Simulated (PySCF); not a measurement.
Job for PySCF: U-HF/LANL2DZ on CH5GeN (SMILES [CH3][Ge][NH2]), a point of a bond scan (R = 1.212 Å).

```python
from pyscf import gto, scf, dft, mp
from pyscf.data.elements import chemcore

mol = gto.M(
    atom='''
    Ge   -0.21703830   -0.01007012    0.44524688
    C     0.73026279    1.39571344   -0.65095540
    H     0.39073173    2.39683126   -0.38074917
    H     0.59421149    1.25013447   -1.72469069
    H     1.80124161    1.34067309   -0.42974829
    N    -0.03643845   -1.35482851   -0.78605328
    H     0.49046638   -1.24748741   -1.87256203
    H    -0.37011551   -2.29049868   -0.61312951
    ''',
    basis='lanl2dz',
    ecp={'Ge': 'lanl2dz'},
    charge=0, spin=0, verbose=3, max_memory=1800)
mf = scf.UHF(mol)
mf.conv_tol = 1e-8
mf.max_cycle = 100
mf.init_guess_breaksym = True
mf.kernel()
if not mf.converged:
    mf = mf.newton().run(mf.mo_coeff, mf.mo_occ)
for _ in range(4):
    mo, _, stable, _ = mf.stability(return_status=True)
    if stable:
        break
    mf.kernel(mf.make_rdm1(mo, mf.mo_occ))
```

It printed:

```
converged SCF energy = -98.8210045247421  <S^2> = 1.3967725e-08  2S+1 = 1
<class 'pyscf.scf.uhf.UHF'> wavefunction is stable in the internal stability analysis
```

The run converged.

Cost: roughly 0.7 core-seconds.
